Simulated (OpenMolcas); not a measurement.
An atom or ion with 70 electrons was computed by SS-CASPT2, IPEA 0.25 Eh, imaginary shift 0.1 Eh with spin-orbit coupling (OpenMolcas, ANO-RCC-VQZP, DKH2). The lowest levels that the run gave, each within 12 % of the measured value where one is at hand:

| J | Parity | E (cm⁻¹) | g |
| --- | --- | --- | --- |
| 2 | even | 0.0 | 0.717 |
| 3 | even | 12420 | 1.084 |
| 0 | even | 18100 |  |
| 4 | even | 21410 | 1.203 |
| 2 | even | 22500 | 1.170 |
| 1 | even | 25780 | 1.501 |
| 4 | even | 36450 | 1.048 |
| 2 | even | 38720 | 1.280 |
| 0 | even | 65690 |  |

Which ion is it, and what are the configurations and terms?

Ir VIII (Z = 77, charge +7; active space 2 electrons in 10 orbitals (5d 6d)). J, parity and g give the terms where levels are pure, and mixed ones are named by the computed weights; the size of the splittings, set against known spectra of the 70-electron sequence, gives the charge. In order, with the measured energies in cm⁻¹ (van het Hof, Joshi, Wyart and Sugar, J. Res. Natl. Inst. Stand. Technol. 100, 687 (1995)): 5d² ³F₂, 5d² ³F₃ (12672), 5d² ³P₀ (17254), 5d² ³F₄ (21615), 5d² ¹D₂ [48 %], 5d² ³P₁ (25221), 5d² ¹G₄ (36253), 5d² ³P₂ [58 %] (38878), 5d² ¹S₀ (65022).

Term energies are means over components that CASPT2 splits; among the terms shown or strongly mixed into the levels shown the widest spread is 610 cm-1 (5d² ¹G). Active for correlation alone: 6d; no level in the range computed is led by a configuration that fills it, so any true level of that kind is missing. Computed and measured levels are paired by configuration, term and J; levels that our copy of the source lacks, or whose pairing is in doubt (as where it misses far off the trend of its configuration), stay unpaired and out of the deviations. Only configurations of the active space appear.

A share in square brackets marks a mixed level and gives the weight of the term that names it.
